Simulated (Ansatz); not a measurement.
`FC(Cl)(Cl)I` + H₂ → `ClC(Cl)I` + H–F at 700 K and 1 bar (hydrogenolysis of a C–F bond).

Gas-phase electronic energies from Ansatz, PBE0-D4/def2-TZVP geometries. CCSD(T)/CBS adds triple-zeta CCSD(T) − MP2 to the extrapolated MP2 energy (def2 sets, frozen cores). This one scheme is used for every species. def2 core potentials past Kr. For I outer-core shells are correlated without core-valence functions, which leaves a few kJ/mol of doubt a bond.

```tsv
species	CCSD(T)/CBS energy (Eh)	H − E (kJ/mol)	S (J/(mol·K))
`FC(Cl)(Cl)I`	-1354.80872	81.8	418.0
H₂	-1.17544	46.8	155.3
`ClC(Cl)I`	-1255.63150	97.5	392.9
H–F	-100.39570	45.2	198.5
```

H − E and S are ideal-gas, rigid-rotor, harmonic terms from PBE0-D4/def2-TZVP. The MP2-based limit puts H₂ 0.8 mEh under its directly extrapolated value; such offsets cancel only in part. 1 Eh = 2625.50 kJ/mol, R = 8.31446 J/(mol·K).

**Question.** By hand: ΔE, ΔH, ΔS and ΔG.

**Answer.** ΔE = (-1255.63150) + (-100.39570) − (-1354.80872) − (-1.17544) = -0.04304 Eh = -113.0 kJ/mol. Δ(H − E) = 97.5 + 45.2 − 81.8 − 46.8 = 14.1, so ΔH = -98.9 kJ/mol. ΔS = 392.9 + 198.5 − 418.0 − 155.3 = 18.1 J/(mol·K). ΔG = -98.9 − 700 × (18.1)/1000 = -111.6 kJ/mol.

**Question.** By hand: the equilibrium constant, and the temperature at which ΔG would vanish if ΔH and ΔS stayed fixed.

**Answer.** log₁₀ K = −ΔG/(RT ln 10) = 8.3. ΔH and −TΔS have one sign here, so there is no such temperature.

ΔH outweighs TΔS. A doubt of 5 kJ/mol in ΔE shifts log₁₀ K by 0.4 here. These are equilibria of isolated gas molecules and say nothing of rates. Largest T1 diagnostic: 0.010 (customary marks: 0.02 for closed shells, 0.045 for open ones).
